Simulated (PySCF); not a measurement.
A structure optimised at PBE-D3(BJ)/def2-SVP, used in a PySCF frequency run:

```
C
F 1 1.3621
C 1 1.5393 2 117.27
H 3 1.1058 1 117.49 2 98.81
H 3 1.1088 4 109.74 1 124.74
C 1 1.5393 2 117.27 3 -105.51
H 6 1.1058 1 117.49 2 -98.81
H 6 1.1088 7 109.74 1 -124.74
C 6 1.5536 7 119.49 8 -131.31
H 9 1.1061 6 116.94 7 101.85
H 9 1.1066 10 109.20 3 -128.14
Cl 1 1.8173 2 108.21 3 127.24
```

Task: Write its SMILES, formula and point group.

Result: FC1(Cl)CCC1, C4H6ClF, Cs

Task: What are its rotational constants (standard atomic weights)?

Result: 3.9560, 2.5689, 2.0735 GHz
